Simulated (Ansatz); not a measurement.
Isolated molecules relaxed with PBE0-D4/def2-TZVP in Ansatz; ΔE leaves out vibrations. CCSD(T)/CBS is the MP2 limit (def2-TZVPP, def2-QZVPP) plus CCSD(T) − MP2 in def2-TZVPP, frozen cores. This one scheme is used for every species. DFT in def2-TZVPP. One conformer a species, not always the lowest.

Reaction (isomerisation): `C[O][Al]([F])[SH]` → `[OH][Al]([SH])[CH2]F`

`C[O][Al]([F])[SH]`:

Cartesian coordinates in Å:
```
C -1.763 0.135 -0.344
O -0.399 0.447 -0.341
Al 1.035 -0.156 0.249
F 1.094 -1.547 1.128
S 2.862 0.925 -0.155
H -1.979 -0.790 0.200
H -2.331 0.947 0.118
H -2.115 0.018 -1.374
H 3.596 0.021 0.519
```

`[OH][Al]([SH])[CH2]F`:

Cartesian coordinates in Å:
```
O 0.227 -0.616 -1.799
Al 0.179 0.145 -0.295
S 1.154 2.064 0.105
C -0.787 -0.687 1.212
F -1.363 -1.905 0.859
H 0.666 -0.295 -2.583
H 1.628 2.188 -1.146
H -0.119 -0.863 2.064
H -1.585 -0.031 1.583
```

(1) Is it downhill or uphill in electronic energy at CCSD(T)/CBS, and by how much? (An estimate is asked.)

(2) What do these levels give: r2SCAN-D4, B2PLYP, r2SCAN, PBE0, MP2/def2-TZVPP, CCSD/CBS(def2)? (An estimate is asked.)

Largest T1 diagnostic among the species: 0.012.

Answers

(1) Ansatz gave: Uphill: ΔE = +204.7 kJ/mol.

(2) The calculation gave: r2SCAN-D4 200.4, B2PLYP 206.1, r2SCAN 200.5, PBE0 193.7, MP2/def2-TZVPP 211.7, CCSD/CBS(def2) 207.1 kJ/mol.

In def2-TZVPP, CCSD(T) changes the Hartree–Fock value by −12.0 kJ/mol (the triples alone add −2.4 kJ/mol) and MP2 by −5.3 kJ/mol. From PBE to PBE0 (25 % exact exchange), in def2-TZVPP and without D4, ΔE moves by +7.3 kJ/mol.
